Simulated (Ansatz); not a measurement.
Job for Ansatz (a program for electronic structure): U-CAM-B3LYP/def2-TZVPP on AlB, 2S+1 = 3, a spin state set in the input, which need not be the lowest, a point of a bond scan (R = 2.031 Å).

Ansatz 0.2 input:
```yaml
crystal:
  periodic: [false, false, false]
  atoms:
    - {symbol: B, position_ang: [0.00000000, 0.00000000, 0.00000000]}
    - {symbol: Al, position_ang: [0.00000000, 0.00000000, 2.03110200]}
basis:
  gaussian:
    orbitals: def2-TZVPP
    pivot_positions_ang: [[0.00000000, 0.00000000, 0.00000000], [0.00000000, 0.00000000, 2.03110200]]
hamiltonian:
  xc: {name: CAM-B3LYP}
magnetization: {spin_polarized: true, initial_magnetization: 2}
output: {forces: true, orbitals: {seedname: ./end}}
```

The log:

```
WARN ansatz: RAYON_NUM_THREADS=1 ignored (pool sized by the plan → 1); use --threads N
Functional definition: CAM-B3LYP
integrals: 0.01 GiB planned
457 factors; their error is unknown
integrals: 0.04 GiB planned
158 factors; integrals over basis functions are off by at most 1.3e-5 eV
mean field: 0.21 GiB planned
mean field evaluation 1: about -7266.2626 eV, gradient 1.1e1 eV
mean field evaluation 2: about -7265.5112 eV, gradient 1.4e1 eV
mean field evaluation 4: about -7267.3339 eV, gradient 5.2e-1 eV
mean field evaluation 8: about -7267.3683 eV, gradient 1.9e-1 eV
mean field evaluation 16: about -7267.3879 eV, gradient 4.1e-3 eV
mean field evaluation 32: about -7267.4124 eV, gradient 2.7e-5 eV
mean field -7267.41235019 eV, -267.0724778406 hartree, gradient 4.5e-7 eV, S^2 2.079918; 6 other end points of the search recorded, 0 dependent functions left out
the calculation of the forces begins
reference -7267.41243359 eV, -267.0724809055 hartree; 10, 8 occupied and 63, 65 virtual orbitals, 457 factors
Total energy: -7267.41243359 eV, -267.0724809055 hartree
Atom 0 at     0.000000     0.000000     0.000000 Å, force    -0.000000     0.000000    -0.806202 eV/Å
Atom 1 at     0.000000     0.000000     2.031102 Å, force     0.000000    -0.000000     0.806202 eV/Å
Dipole moment:    -0.193268     0.045416     0.260515 e Å
```

The calculation finished and met its thresholds.

Cost: roughly 4 core-seconds.
